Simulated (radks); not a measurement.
Neutral germanium inside a hard spherical wall (all orbitals vanish at R), configuration held at [Ar] 3d10 4s2 4p2 and not refilled when levels cross. Calculated with a radial shooting solver on a logarithmic mesh with Libxc functionals: scalar-relativistic Kohn-Sham, r2SCAN, spin-polarised, spherical densities, finite nucleus; open shells are filled with parallel spins first; meta-GGA in the generalised Kohn-Sham scheme; Fermi nuclear charge, rms radius 4.0742 fm. Eigenvalues in eV for spin up, with the zero of energy where the potential of the charges vanishes at infinity; a dash marks a level that is unbound or too diffuse for the functional's potential to be trusted. A positive occupied level is held by the wall or, in an anion where self-interaction has pushed it up, behind a barrier. The pressure on the wall is -dE/dV.

R (bohr),E (hartree),kinetic (hartree),e(3p),e(3d),e(4s),e(4p),"e(5s, empty)","e(5p, empty)",pressure (GPa)
free,-2099.19989,2137.267,-118.72,-29.877,-12.841,-4.667,-,-,0
15,-2099.19989,2137.267,-118.72,-29.877,-12.840,-4.667,0.080,1.017,< 0.0001
12,-2099.19987,2137.267,-118.72,-29.874,-12.838,-4.665,0.360,1.754,0.000404
10,-2099.19967,2137.269,-118.70,-29.853,-12.822,-4.648,0.863,2.881,0.00619
8,-2099.19754,2137.286,-118.55,-29.707,-12.718,-4.532,2.228,5.442,0.102
5,-2099.11037,2137.747,-116.20,-27.400,-11.096,-2.328,13.723,21.049,10.7
4,-2098.86427,2138.770,-112.77,-24.077,-8.239,1.669,29.921,40.064,67.9
2,-2090.60855,2164.790,-78.004,10.624,52.127,73.892,250.48,271.12,10600
1.5,-2071.28534,2221.340,-34.392,58.249,169.70,199.13,562.88,579.58,77700
